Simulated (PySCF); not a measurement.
Mo(CH)(OH)3 (`[CH]#[Mo]([OH])([OH])[OH]`) (singlet state). Theory: PySCF 2.14.0, PBE0-D3(BJ)/def2-SVP geometry optimisation, gas phase, def2 core potentials past Kr.

```
atom  x, y, z in Å
Mo1    0.0098   -0.0089   -0.3738
C2     0.0315   -0.0015    1.3402
H3     0.0446    0.0047    2.4348
O4     1.7594    0.4103   -0.9088
H5     2.4808    0.5869   -0.2967
O6    -1.2426    1.2983   -0.8703
H7    -1.7405    1.8300   -0.2414
O8    -0.5052   -1.7444   -0.8693
H9    -0.7050   -2.4448   -0.2405
```

(1) Which two atoms are farthest apart?

(2) Work out the bond lengths Mo1–O6, Mo1–O8, C2–H3, O4–H5, O6–H7, O8–H9 in Å.

(3) What are the angles C2–Mo1–O4, O4–Mo1–O8, Mo1–C2–H3, Mo1–O4–H5, Mo1–O6–H7, Mo1–O8–H9?

(4) Give the dihedral angles O4–Mo1–O8–H9, O4–Mo1–O6–H7, O6–Mo1–O4–H5, O6–Mo1–O8–H9.

(5) How far apart are these pairs, which share no bond: Mo1···H9, C2···O6, H3···O6, O6···H9?

(6) Where is the centre of mass (commonest isotopes), and what is the radius of gyration?

(7) Write the matrix of distances between heavy atoms (Å, lower triangle).

Results:

(1) H5···H7, H7···H9 and H5···H9, 4.401 Å down to 4.398 Å.

(2) For Mo1–O6 the difference vector is (-1.2524, 1.3072, -0.4965) Å, of length 1.8772 Å. Mo1–O6 1.877; Mo1–O8 1.877; C2–H3 1.095; O4–H5 0.962; O6–H7 0.962; O8–H9 0.962 Å.

(3) From the scalar product of the two bond vectors; for C2–Mo1–O4 it is -0.8759 Å² over 1.7142 × 1.8770 Å², cos θ = -0.2722. C2–Mo1–O4 105.8°; O4–Mo1–O8 112.8°; Mo1–C2–H3 179.9°; Mo1–O4–H5 123.9°; Mo1–O6–H7 123.9°; Mo1–O8–H9 123.9°.

(4) O4–Mo1–O8–H9 115° (anticlinal); O4–Mo1–O6–H7 -115° (anticlinal); O6–Mo1–O4–H5 115° (anticlinal); O6–Mo1–O8–H9 -115° (anticlinal). Dihedral signs follow IUPAC: positive where, seen along the central bond, the front bond turns clockwise onto the rear one.

(5) Mo1···H9 2.542 Å (2 bonds apart); C2···O6 2.863 Å (2 bonds apart); H3···O6 3.775 Å (3 bonds apart); O6···H9 3.834 Å (3 bonds apart).

(6) Mass 161.921 u; centre at (0.010, -0.009, -0.378) Å; Rg = √(Σ m r²/M) = 1.197 Å. As Ia + Ib + Ic = 2 Σ m r², the three principal moments sum to 463.6 u·Å².

(7) 
```
Mo1   0.000
C2    1.714  0.000
O4    1.877  2.866  0.000
O6    1.877  2.863  3.131  0.000
O8    1.877  2.865  3.126  3.131  0.000
```

The point group is C3v within 0.08 Å; differences among equivalent distances and angles are scatter left by the optimiser. No frequency check.
